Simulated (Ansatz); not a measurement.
A structure relaxed at PBE-D4/def2-SVP in Ansatz, charge 0, singlet:

```csv
atom,x (Å),y (Å),z (Å)
Nb1,0.4054,0.0055,0.1807
O2,2.0065,1.0596,0.0796
O3,-0.7569,-0.6215,-1.2607
O4,0.8347,1.8565,0.3953
O5,-1.7549,0.1825,-0.4802
H6,-2.3468,-0.5250,-0.1350
H7,1.5380,-1.1602,-0.5254
H8,0.0739,-0.7973,1.7457
```

Question: Give its formula.

Answer: the cluster NbO4H3.

Question: Summarise the bond lengths by kind (pairs closer than 1.2 times the sum of covalent radii, bridged metal pairs left out).

Answer: 4 × Nb–O 1.91 to 2.27 Å; 2 × O–O 1.45 to 1.50 Å; 2 × H–Nb 1.77 to 1.79 Å; 1 × H–O 0.98 Å. The metal has 6 neighbours: O 1.92 Å, O 1.95 Å, O 1.91 Å, O 2.27 Å, H 1.77 Å, H 1.79 Å.

In the def2 sets Nb takes a core potential; there is no spin–orbit coupling. The structure holds 2 bonds between oxygen atoms, so isomers without such links may lie far lower. No other spin state of charge 0 was run. Another isomer (singlet) lies 4.71 eV lower at PBE0-D4/def2-TZVP; other spin states weren't run for this one.
